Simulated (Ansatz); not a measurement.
`C[O][Ga]([OH])[Br]`, charge 0, multiplicity 1.

(1) Give a relaxed structure at PBE0-D4/def2-TZVP (the Gaussian-basis code of Ansatz). (An estimate is asked.)

Answers

(1) Computed: 
Cartesian coordinates in Å:
```
C -0.519 -0.638 1.366
O -0.476 0.387 0.400
Ga 0.502 0.333 -1.071
O 0.446 1.703 -2.188
Br 1.815 -1.451 -1.543
H -0.209 -0.237 2.336
H -1.545 -1.009 1.459
H 0.131 -1.486 1.123
H -0.144 2.397 -1.882
```
Point group Cs.
This is one stationary point; other conformers may exist.
